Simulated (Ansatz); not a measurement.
Be₂F₃. The state is a doublet with charge 0. Geometry r2SCAN-D4/def2-TZVP; atoms count from 1.

```xyz
5

Be   -0.2845   -0.8270   -0.3114
Be    0.2843    0.8277    0.3115
F    -1.1834    0.5002   -0.2486
F     0.9289    0.0274   -0.9216
F     0.2546   -0.5282    1.1701
```

Another isomer (doublet) lies 1.62 eV lower at PBE0-D4/def2-TZVP; other spin states weren't run for this one.

Estimate the Mulliken populations from the PBE0/def2-TZVP orbitals of Ansatz.


| atom | charge (e) | spin (α − β) |
| --- | --- | --- |
| Be1 | 0.32 | 0.53 |
| Be2 | 0.32 | 0.53 |
| F3 | -0.21 | -0.02 |
| F4 | -0.21 | -0.02 |
| F5 | -0.21 | -0.02 |
Mulliken values and Mayer orders depend strongly on the basis.

Where does the spin sit?

Summed by element: Be 1.05, F -0.05, of 1 unpaired in all. Largest on single atoms: Be2 0.53, Be1 0.53, F4 -0.02.

And the Mayer bond orders between bonded heavy atoms (over 0.3)?

Be1–Be2 0.55 (1.86 Å); Be1–F3 0.63 (1.60 Å); Be1–F4 0.63 (1.60 Å); Be1–F5 0.63 (1.60 Å); Be2–F3 0.63 (1.60 Å); Be2–F4 0.63 (1.61 Å); Be2–F5 0.63 (1.61 Å).
